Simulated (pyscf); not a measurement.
HO–SiH₂–Zn–Cl (SMILES O[SiH2][Zn][Cl]), singlet

Gas-phase minimum from PySCF at ωB97X-D3(BJ)/def2-SVP, one conformer. HO–SiH₂–Zn–Cl lies 5.5 kcal/mol over its isomer H₃Si–O–Zn–Cl (electronic energy, ωB97M-D3(BJ)/def2-TZVP). 

SMILES: O[SiH2][Zn][Cl]
```xyz
7

O     -1.1533     0.8699    -1.7687
Si    -1.2195    -0.8054    -1.6705
Zn     0.0985    -1.4238     0.1653
Cl     1.2977    -2.0062     1.8107
H     -1.6465     1.2783    -2.4880
H     -2.6346    -1.2780    -1.5188
H     -0.7266    -1.4359    -2.9389
```

Bond lengths (Å): O1–Si2 1.680, O1–H5 0.963, Si2–Zn3 2.343, Si2–H6 1.500, Si2–H7 1.500, Zn3–Cl4 2.118. Angles (°): Si2–O1–H5 116.5, O1–Si2–Zn3 106.7, O1–Si2–H6 110.9, O1–Si2–H7 110.9, Zn3–Si2–H6 111.6, Zn3–Si2–H7 111.5, H6–Si2–H7 105.3, Si2–Zn3–Cl4 179.2.

Properties at ωB97X-D3(BJ)/def2-SVP:

| Property | Result |
|---|---|
| Harmonic wavenumbers, unscaled | 71, 86, 179, 249, 315, 460, 471, 745, 783, 852, 943, 982, 2198, 2207, 3921 cm⁻¹ |
| Zero-point energy | 20.7 kcal/mol |
| Rotational symmetry number | 1 |
| Entropy of this conformer at 298 K and 1 atm, rigid rotor and harmonic oscillator, modes under 100 cm⁻¹ raised to 100 | 347.0 J/(mol K) |
| Dipole moment | 3.35 D |

Single-point totals, which compare only within one level:

```csv
level,total energy (hartree)
ωB97X-D3(BJ)/def2-TZVP,-2606.28559
PBE/def2-TZVP,-2605.58781
r²SCAN/def2-TZVP,-2606.16859
B3LYP-D3(BJ)/def2-TZVP,-2606.37586
PBE0-D3(BJ)/def2-TZVP,-2605.67704
M06-2X/def2-TZVP,-2606.18359
ωB97M-D3(BJ)/def2-TZVP,-2606.41448
```

Soft torsions are taken as harmonic, which can shift the entropy by several J/(mol K). Elements up to Kr have no core potential and no relativistic terms here.
